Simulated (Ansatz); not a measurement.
CH$_{4}$GaN, 7 atoms. Charge 0, multiplicity 1. Correlated methods include outer-core shells of Ga, which these sets cover unevenly. Scalar relativity is left out up to krypton. The bonds changed during the relaxation, so this is another structure than the one it started from. All runs use 2 threads of an AMD EPYC 7B13 on a shared host. Correlated methods freeze the cores. Open-shell runs search over several starts.

Problem. How many basis functions does each run have, and how long does it take in Ansatz? UKS B2PLYP (frozen core)/def2-TZVPP energy of the cation; UKS PBE0-D4/def2-TZVPP energy of the cation; RKS PBE0-D4/def2-TZVP relaxation (6 steps); RKS PBE0-D4/def2-SVP energy; UKS B3LYP-D4/def2-TZVPP energy of the cation; UHF-CCSD(T)/def2-TZVPP energy of the cation; UKS ωB97X-V/def2-TZVPP energy of the cation; RKS PBE0-D4/def2-QZVPP energy; RHF-CCSD(T)/def2-TZVPP energy; RKS PBE-D4/def2-TZVPP energy and forces; RHF-CCSD(T)/def2-SVP energy; UHF-MP2/def2-QZVPP energy of the cation. (Estimate.)

Solution. Computed: Other jobs shared the machine, so times are rough.

```csv
level,job,functions,wall time,peak host memory (GiB)
RKS PBE0-D4/def2-SVP,energy,80,0.95 s,0.33
RKS PBE-D4/def2-TZVPP,energy and forces,166,1.6 s,0.19
RHF-CCSD(T)/def2-SVP,energy,80,2.2 s,0.33
RKS PBE0-D4/def2-QZVPP,energy,323,5.5 s,0.8
UKS B3LYP-D4/def2-TZVPP,energy of the cation,166,16 s,0.63
RKS PBE0-D4/def2-TZVP,relaxation (6 steps),134,16 s,0.27
UKS B2PLYP (frozen core)/def2-TZVPP,energy of the cation,166,17 s,0.58
UKS PBE0-D4/def2-TZVPP,energy of the cation,166,19 s,0.63
UKS ωB97X-V/def2-TZVPP,energy of the cation,166,29 s,0.78
RHF-CCSD(T)/def2-TZVPP,energy,166,32 s,1.4
UHF-MP2/def2-QZVPP,energy of the cation,323,85 s,1.4
UHF-CCSD(T)/def2-TZVPP,energy of the cation,166,2 min,3.3
```

B3LYP here is the variant with VWN-RPA as its local correlation; programs differ in this.
